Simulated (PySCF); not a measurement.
disiloxane anion (H6OSi2), SMILES [SiH3]O[SiH3] (connectivity only; charge and spin as stated), charge -1, multiplicity 2. Atoms are numbered in the order given.

```xyz
9

Si     1.4983    -0.2356    -0.0766
O     -0.1088    -0.2691     0.6855
Si    -1.3842     0.2810    -0.2094
H      0.7688     0.1240    -1.4592
H      2.1062     1.1246     0.2400
H      2.0774    -1.1057     1.0865
H     -2.5820     0.1838     0.7098
H     -1.7635    -0.5323    -1.4175
H     -1.3338     1.7214    -0.6386
```
Charge -1, spin multiplicity 2.

Geometry optimised at PBE0-D3(BJ)/def2-SVPD. The spin state was assumed, not searched.

Computed with PBE0-D3(BJ)/def2-SVPD run with PySCF 2.14.0.

Frequencies are harmonic and unscaled.

| mode | ν (cm⁻¹) | IR (km/mol) | moving atoms (share of kinetic energy) |
|---|---|---|---|
| 1 | 141 | 0.8 | H 67 %, O 28 % |
| 2 | 155 | 38.3 | Si 56 %, O 26 %, H 18 % |
| 3 | 258 | 0.9 | H 96 % |
| 4 | 479 | 20.5 | H 92 % |
| 5 | 540 | 8.3 | H 42 %, Si 29 %, O 29 % |
| 6 | 631 | 161.0 | H 66 %, Si 23 %, O 11 % |
| 7 | 673 | 47.6 | H 81 %, Si 15 % |
| 8 | 714 | 72.8 | H 83 %, Si 11 % |
| 9 | 801 | 240.9 | H 74 %, Si 15 %, O 11 % |
| 10 | 902 | 203.6 | H 83 %, O 11 % |
| 11 | 927 | 72.7 | H 85 %, O 9 % |
| 12 | 948 | 21.8 | H 68 %, O 30 % |
| 13 | 958 | 61.4 | H 95 % |
| 14 | 968 | 21.9 | H 81 %, O 10 %, Si 9 % |
| 15 | 986 | 197.7 | H 74 %, Si 13 %, O 13 % |
| 16 | 1605 | 194.8 | H 98 % |
| 17 | 1771 | 675.7 | H 96 % |
| 18 | 2047 | 281.3 | H 97 % |
| 19 | 2106 | 321.5 | H 96 % |
| 20 | 2150 | 235.1 | H 96 % |
| 21 | 2164 | 181.7 | H 98 % |
